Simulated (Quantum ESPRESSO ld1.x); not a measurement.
Question: The mean radii <r> (bohr) of the occupied orbitals of an atom or ion are listed with their occupations. Calculated with ld1.x of Quantum ESPRESSO 7.5: scalar-relativistic Kohn-Sham, relativistic LDA (MacDonald-Vosko exchange, VWN5 correlation), spin-unpolarised, spherical densities, point nucleus.

orbital  occ.      <r>
1s          2  0.03197
2s          2   0.1388
2p          6   0.1209
3s          2   0.3806
3p          6   0.3796
3d         10   0.3580
4s          2   0.9389
4p          6    1.026
4d          7    1.352
5s          1    2.743
5p          2    3.691

Name the element and its charge.

Answer: Z = 46, palladium, charge 0: Pd in [Kr] 4d7 5s1 5p2. The 1s radius gives Z: for a bare nucleus <r> = (2 gamma + 1)/(2Z) with gamma = sqrt(1 - (Z/c)^2), 0.03135 bohr for Z = 46, and screening makes it slightly larger (0.03197 here). The occupations add up to 46, and the charge is Z minus that.
